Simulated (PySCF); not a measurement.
An unknown shows these calculated signals:

1H NMR (600 MHz, computed): δ 10.10 (s, 1H), 6.95 (br s, 1H), 6.14 (br s, 1H), 6.11 (m, 1H), 6.05 (m, 1H), 5.00 (s, 2H), 4.53 (s, 3H).

13C{1H} NMR (computed): δ 193.2 (CH), 184.0 (C), 163.9 (C), 153.5 (C), 149.5 (C), 133.7 (CH2), 109.7 (CH2).

PySCF 2.14 calculation with geometry from GFN2-xTB and GIAO PBE0/pcSseg-1 shieldings; equivalent nuclei averaged, gas phase, no relativistic terms, single conformer.

Chemical shifts δ = σref − σ; TMS for 1H, 13C, all at this level.

Q: Which of these does the molecule contain: a Si–H bond, a three-membered ring, a heteroaromatic ring, a Si–CH3 group, a non-aromatic C=C double bond, an aldehyde?

A: 
- A Si–H bond: yes (δH 5.00 (s)).
- A three-membered ring: no.
- A heteroaromatic ring: no.
- A Si–CH3 group: no.
- A non-aromatic C=C double bond: yes.
- An aldehyde: yes (δC 193.2; δH 10.10 (s)).

The data belong to `[SiH3]C1=C(C=O)C(=C)C(=C)[SiH2]1`, C7H10OSi2; they needn't prove each group on their own.

Carbon signals by region: 3 in the far downfield region (above 160 ppm), 4 in the sp2 and nitrile region (100–160 ppm). Above 160 ppm: 193.2, aldehyde carbonyl carbon, 184.0, β carbon of a C=C–C=O unit, 163.9, α carbon of a C=C–C=O unit.

Shifts are as computed. Against solution values, carbons near 30 ppm lie about +3 ppm off and those near 130 ppm about +5 ppm. Of 1211 compounds with measured shifts, 218 miss one by over three times the rms of a fit or turn the order of signals round; such compounds aren't used in these exercises. No couplings were computed; multiplicities are counted from neighbouring protons, with m where these are inequivalent, close in shift, in a saturated or five-membered ring or joined by F or P, and br s for small geminal =CH2 splittings.
